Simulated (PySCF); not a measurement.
```xyz
17

Ti     0.0137    -0.1283    -0.1162
C      1.2240     0.1528     1.5401
H      2.2487    -0.2282     1.3312
H      0.8029    -0.3960     2.4122
H      1.2824     1.2366     1.7869
C     -0.8753    -1.9956    -0.0099
H     -0.1720    -2.7234     0.4535
H     -1.1427    -2.3480    -1.0312
H     -1.7989    -1.9387     0.6087
C      1.1535    -0.0057    -1.8402
H      1.5515    -1.0120    -2.1012
H      2.0059     0.6925    -1.6829
H      0.5283     0.3674    -2.6821
C     -1.4580     1.3275    -0.1542
H     -2.3602     0.9386    -0.6774
H     -1.0865     2.2289    -0.6913
H     -1.7354     1.6126     0.8854
```

Charge 0, multiplicity 1.

Q: Give the Mulliken and meta-Löwdin atomic charges from TPSSh-D3(BJ)/def2-TZVP // BP86-D3(BJ)/def2-SVP run with PySCF.

A: 
```csv
atom,Mulliken (e),meta-Löwdin (e)
Ti1,1.19,1.30
C2,-0.70,-0.66
H3,0.13,0.11
H4,0.13,0.11
H5,0.13,0.11
C6,-0.70,-0.66
H7,0.13,0.11
H8,0.13,0.11
H9,0.13,0.11
C10,-0.70,-0.66
H11,0.13,0.11
H12,0.13,0.11
H13,0.13,0.11
C14,-0.70,-0.66
H15,0.13,0.11
H16,0.13,0.11
H17,0.13,0.11
```
